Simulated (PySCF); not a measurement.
In(F)(Br)(Me) (CH3BrFIn), SMILES [CH3][In]([F])[Br].

Geometry: PBE0-D3(BJ)/def2-SVP. The def2 effective core potentials stand for the cores of In; spin–orbit coupling is left out.

The numbers are results of PySCF with CAM-B3LYP/def2-TZVP, not measurements.

Gas-phase values at a fixed geometry.

```yaml
total_energy: -2904.25539 hartree
point_group: Cs
highest_occupied_level: -9.61 eV
lowest_empty_level: -0.92 eV
orbital_gap: 8.69 eV
dipole_moment: 3.99 D
quadrupole, principal values (traceless, Buckingham form, about the centre of nuclear charge): -12.44, 4.77, 7.67 D·Å
mean_static_polarisability: 66.2 bohr³ (9.81 Å³)
polarisability_principal_values: 47.7, 60.8, 90.1 bohr³
```
